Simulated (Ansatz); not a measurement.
Consider the ligand exchange at the Si–N bond: `CO[SiH2]N[SiH2]O` + `N[SiH2][SiH3]` → `O[SiH2]N[SiH2][SiH3]` + `CO[SiH2]N`.

Isolated molecules relaxed with PBE0-D4/def2-TZVP in Ansatz; ΔE leaves out vibrations. CCSD(T)/CBS adds triple-zeta CCSD(T) − MP2 to the extrapolated MP2 energy (def2 sets, frozen cores). This one scheme is used for every species. DFT in def2-TZVPP. One conformer a species, not always the lowest.

| species | PBE0 energy (Eh) |
| --- | --- |
| `CO[SiH2]N[SiH2]O` | -827.44847 |
| `N[SiH2][SiH3]` | -637.68960 |
| `O[SiH2]N[SiH2][SiH3]` | -1003.52945 |
| `CO[SiH2]N` | -461.61114 |

Work out ΔE.

ΔE = (-1003.52945) + (-461.61114) − (-827.44847) − (-637.68960) = -0.00252 Eh = -0.07 eV. CCSD(T)/CBS gives -0.06 eV.

Largest T1 diagnostic among the species: 0.012.
